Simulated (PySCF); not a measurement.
# Antimony: a sound run and one with changed settings

Sound run: Sb⁺ [Kr] 4d10 5s2 5p2, Sb²⁺ [Kr] 4d10 5s2 5p1. All numbers are calculated (PySCF 2.14, a scalar-relativistic core potential, in cc-pVTZ-PP with ECP28MDF). The sound run starts from symmetry-adapted Hartree-Fock orbitals and uses a fine grid where one is needed.

Changed run: radial step 0.8 in ln r (0.13 in the sound run). This setting is unsound on purpose.

| species | method | sound run (hartree) | changed run (hartree) | converged |
| --- | --- | --- | --- | --- |
| Sb⁺ | UHF | -238.96184 | -238.96184 | yes |
| Sb⁺ | r2SCAN | -239.97242 | -240.07426 | yes |
| Sb⁺ | M06-2X | -239.82403 | -240.20495 | yes |
| Sb²⁺ | UHF | -238.37372 | -238.37372 | yes |
| Sb²⁺ | r2SCAN | -239.36052 | -239.44886 | yes |
| Sb²⁺ | M06-2X | -239.22053 | -239.59423 | yes |

Ionisation energy of Sb⁺:

```tsv
method	sound run (eV)	changed run (eV)
UHF	16.004	16.004
r2SCAN	16.651	17.018
M06-2X	16.422	16.619
```

A coarse radial grid mis-integrates the density and the exchange-correlation energy, with errors of either sign; Hartree-Fock needs no grid.

For comparison, NIST gives 16.626 ± 0.025 eV between the lowest levels.
